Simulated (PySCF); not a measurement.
A species of formula C5H6ClFO has this rotational fingerprint, computed with wB97X-D/def2-SVPD in PySCF (dipole) on a GFN2-xTB geometry, gas phase:

| Property | Result |
| --- | --- |
| Rotational constants | A = 2416, B = 1207, C = 851.6 MHz |
| Dipole components | \|μa\| = 1.41 D, \|μb\| = 0.23 D, \|μc\| = 1.03 D |
| Inertial defect | -34.29 u·Å² |
| κ | -0.54 |

Question: Which candidate fits, each taken in the one conformer that was computed?
A. `[CH3:1][CH2:2]/[CH:3]=[C:4](/[F:5])[C:6](=[O:7])[Cl:8]` with C1–C2–C3–C4 -134°, C3–C4–C6–O7 -6°
B. `[CH3:1][O:2][C@@H:3]1[CH2:4]/[C:5]1=[C:6](\[F:7])[Cl:8]` with C1–O2–C3–C4 152°

Answer: B. It is CO[C@@H]1C/C1=C(\F)Cl, an asymmetric top, point group C1. The candidates at the same level (rigid rotor, commonest isotopes):

```
               SMILES  A (MHz)  B (MHz)  C (MHz)  μa (D)  μb (D)  μc (D)  Δ (u·Å²)  point group           rotor
CO[C@@H]1C/C1=C(\F)Cl     2416     1207    851.6    1.41    0.23    1.03    -34.29           C1  asymmetric top
    CC/C=C(/F)C(=O)Cl     3403    937.7    767.4    3.13    0.96    0.14    -28.94           C1  asymmetric top
```

`CC/C=C(/F)C(=O)Cl` has A 41 % too high. No structure here is proved a minimum.
